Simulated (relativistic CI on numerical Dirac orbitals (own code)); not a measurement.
How well does a small relativistic CI reproduce Co VI?

Computed by Dirac-Coulomb-Breit CI, separate exchange-only KLI orbitals for each configuration, model QED (radiative potential, 1s self-energy scaled to tabulated hydrogen-like ionisation energies), valence Slater integrals scaled by 0.9, configuration energies shifted to the measured levels that pair with them (semi-empirical) (own radial code, finite nucleus).

CI space (outside the closed core [Ne]): 3s²3p⁶3d⁴, 3s²3p⁶3d³4s, 3s²3p⁶3d³4p, 3s²3p⁵3d⁵, 3s²3p⁴3d⁶, 3s²3p⁶3d³4d, 3s3p⁶3d⁵, 3s²3p⁶3d³5s, 3s²3p⁶3d³4f, 3s²3p⁶3d³5p, 3s²3p⁶3d²4s², 3s²3p⁶3d³5d, 3s²3p⁶3d³5f, 3s²3p⁶3d³5g, 3s²3p⁶3d²4s4p, 3s²3p⁶3d²4p², 3s²3p⁵3d⁴4s, 3p⁶3d⁶, 3s²3p⁶3d²4s4d, 3s²3p⁵3d⁴4p, 3s²3p⁶3d²4p4d. Levels of other configurations are missing.

```tsv
Configuration	Term (tabulated)	J	Measured (cm⁻¹)	Computed	Error	Purity (%)
3s²3p⁶3d⁴	5D	0	0.0	0	0	99
3s²3p⁶3d⁴	5D	1	204.0	201	-3	99
3s²3p⁶3d⁴	5D	2	589.0	579	-10	99
3s²3p⁶3d⁴	5D	3	1124.7	1102	-22	99
3s²3p⁶3d⁴	5D	4	1781.6	1741	-41	99
3s²3p⁶3d⁴	3P2	0	27166.2	25011	-2155	97
3s²3p⁶3d⁴	3H	4	28376.6	29353	976	78
3s²3p⁶3d⁴	3P2	1	28461.5	26291	-2171	98
3s²3p⁶3d⁴	3H	5	28805.9	29880	1074	97
3s²3p⁶3d⁴	3H	6	29233.8	30315	1081	99
3s²3p⁶3d⁴	3P2	2	30506.1	28303	-2203	98
3s²3p⁶3d⁴	3F2	2	30554.9	29673	-882	98
3s²3p⁶3d⁴	3F2	3	30634.6	29831	-804	95
3s²3p⁶3d⁴	3F2	4	30816.7	30129	-688	79
3s²3p⁶3d⁴	3G	3	34025.8	34344	318	95
3s²3p⁶3d⁴	3G	4	34474.6	34792	318	93
3s²3p⁶3d⁴	3G	5	34854.8	35222	367	96
3s²3p⁶3d⁴	3D	3	41675.9	41128	-548	98
3s²3p⁶3d⁴	3D	2	41856.5	41280	-576	97
3s²3p⁶3d⁴	1G2	4	41925.9	41088	-838	95
3s²3p⁶3d⁴	3D	1	42098.0	41533	-565	99
3s²3p⁶3d⁴	1I	6	42799.6	44482	1683	99
3s²3p⁶3d⁴	1S2	0	45372.0	42611	-2761	97
3s²3p⁶3d⁴	1D2	2	52739.5	50879	-1860	97
3s²3p⁶3d⁴	1F	3	59930.0	59343	-587	98
3s²3p⁶3d⁴	3P1	2	70164.3	68121	-2044	98
3s²3p⁶3d⁴	3F1	4	70798.4	69039	-1759	98
3s²3p⁶3d⁴	3F1	2	70925.6	69221	-1705	98
3s²3p⁶3d⁴	3F1	3	70998.4	69275	-1724	98
3s²3p⁶3d⁴	3P1	1	71624.2	69559	-2065	99
3s²3p⁶3d⁴	3P1	0	72302.7	70246	-2057	98
3s²3p⁶3d⁴	1G1	4	81027.4	79706	-1321	98
3s²3p⁶3d⁴	1D1	2	106531.5	104085	-2446	98
3s²3p⁶3d⁴	1S1	0	137619.2	131807	-5812	98
3s²3p⁶3d³4s	5F	1	273324.8	272722	-602	99
3s²3p⁶3d³4s	5F	2	273727.7	273113	-615	99
3s²3p⁶3d³4s	5F	3	274319.0	273690	-629	99
3s²3p⁶3d³4s	5F	4	275088.0	274441	-647	99
3s²3p⁶3d³4s	5F	5	276008.0	275343	-665	99
3s²3p⁶3d³4s	3F	2	282948.0	282571	-377	99
3s²3p⁶3d³4s	3F	3	283961.0	283554	-407	99
3s²3p⁶3d³4s	3F	4	285189.0	284754	-435	99
3s²3p⁶3d³4s	5P	1	293914.5	295376	1461	98
3s²3p⁶3d³4s	5P	2	294229.5	295680	1451	97
3s²3p⁶3d³4s	5P	3	295025.6	296465	1440	99
3s²3p⁶3d³4s	3G	3	298620.2	298620	0	99
3s²3p⁶3d³4s	3G	4	298974.6	298957	-18	97
3s²3p⁶3d³4s	3G	5	299534.0	299488	-46	96
3s²3p⁶3d³4s	3P	2	304909.9	306316	1406	78
3s²3p⁶3d³4s	3P	1	305039.0	306264	1225	91
3s²3p⁶3d³4s	3P	0	305473.1	306578	1105	99
3s²3p⁶3d³4s	3D	1	306439.2	308293	1854	75
3s²3p⁶3d³4s	3D †	3	307482.7	309626	2143	99
3s²3p⁶3d³4s	3H	4	307627.0	306471	-1156	81
3s²3p⁶3d³4s	3H	5	307692.0	306394	-1298	97
3s²3p⁶3d³4s	3D †	2	307720.0	309551	1831	80
3s²3p⁶3d³4s	3H	6	308029.5	306705	-1325	99
3s²3p⁶3d³4s	1P	1	310736.8	311990	1253	81
3s²3p⁶3d³4s	1D	2	311916.0	314153	2237	97
3s²3p⁶3d³4s	1H	5	312551.2	311302	-1250	98
3s²3p⁶3d³4s	3F	4	326384.3	327834	1450	99
3s²3p⁶3d³4s	3F	3	326664.9	328112	1447	99
3s²3p⁶3d³4s	3F	2	326902.8	328347	1444	99
3s²3p⁶3d³4p	5G°	2	353596.7	353597	0	98
```

Measured levels from Sugar and Corliss, J. Phys. Chem. Ref. Data 10, 1097 (1981); pairs were made by configuration, J and term (by order where the table uses no LS term), so strongly mixed levels may be paired wrongly.

Mean error by configuration (cm⁻¹): 3s²3p⁶3d⁴ -965; 3s²3p⁶3d³4s 307; 3s²3p⁶3d³4p 0. Over the excited levels the mean absolute error is 1159 cm⁻¹ (63 of the 63 excited levels that our extract of the source holds in range could be paired), and the median relative error of those above 1,000 cm⁻¹ is 0.94 %, both after the shifts were fitted to these levels, so that a configuration with one level shows no error. † marks terms whose computed intervals miss the measured ones by more than a factor of 2.5, or configurations far off the rest, from wrong mixing, a near crossing or a doubtful label or measurement; they are left out of the means.

Configurations whose levels could be paired with our table of measured levels were shifted onto them, all but the ground configuration, by the median error of their levels; single terms can still be off by 1,000 to 2,000 cm⁻¹ or more, and rates follow the energies as ν³ (E1, M1) or ν⁵ (E2). The others borrow a shift and can be off by several thousand cm⁻¹ or more. 63 of the 63 excited levels that our extract of the measured tables holds in this range could be paired (the sources list more); they are missed by 1185 cm⁻¹ on average and 5812 at most, after the shifts were fitted to these levels, and levels without a partner can miss by more.

Shifts applied (cm⁻¹): 3s²3p⁶3d⁴ 0; 3s²3p⁶3d³4s -12691; 3s²3p⁶3d³4p -13544.
